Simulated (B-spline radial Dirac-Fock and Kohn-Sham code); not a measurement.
## Se: eigenvalues, ΔSCF and the reference

System: neutral selenium, configuration [Ar] 3d10 4s2 4p4.

The density-functional columns are spherical, spin-unpolarised Dirac-Kohn-Sham results without Breit or QED terms: −ε is minus the orbital energy of the initial state and ΔSCF the difference of two total energies, and "half-occupied" is minus the orbital energy with half an electron removed (Slater transition state). The reference in the last column comes from Dirac-Fock energy differences between relaxed states, corrected for Breit and QED terms. All numbers are from a radial B-spline solver, in eV; a selection of levels is shown. For the 1s level of heavy atoms much of the gap between ΔSCF and the reference is the Breit and QED part, -27.3 eV here; for other levels the error of the functional can be larger.

```
     level   LDA −ε  LDA half-occupied  PBE0 −ε   PBE −ε  Dirac-Fock
    K (1s)  12479.3            12689.5  12562.1  12500.8     12664.7
   L1 (2s)   1604.0             1636.6   1629.6   1606.4      1667.8
L2 (2p1/2)   1440.4             1480.9   1460.3   1441.1      1484.3
   M1 (3s)    212.6              224.1    223.4    213.4       242.1
M2 (3p1/2)    156.6              168.1    165.0    156.9       178.5
M4 (3d3/2)    53.91              64.79    58.57    53.64       62.92
M5 (3d5/2)    53.01              63.84    57.65    52.74       62.08
   N1 (4s)    17.48              22.53    19.25    17.28       22.37
 N2,3 (4p)     6.66              10.95     7.05     6.51        9.91
```

Q: Order the estimates of the K (1s) level by their distance from the Dirac-Fock value, nearest first.
A. PBE −ε
B. LDA half-occupied
C. LDA −ε
D. PBE0 −ε

A: B (24.7 eV), D (102.7 eV), A (164.0 eV), C (185.4 eV).

Values without a named source are computed, but for edge energies of neutral atoms, which are taken from tables.
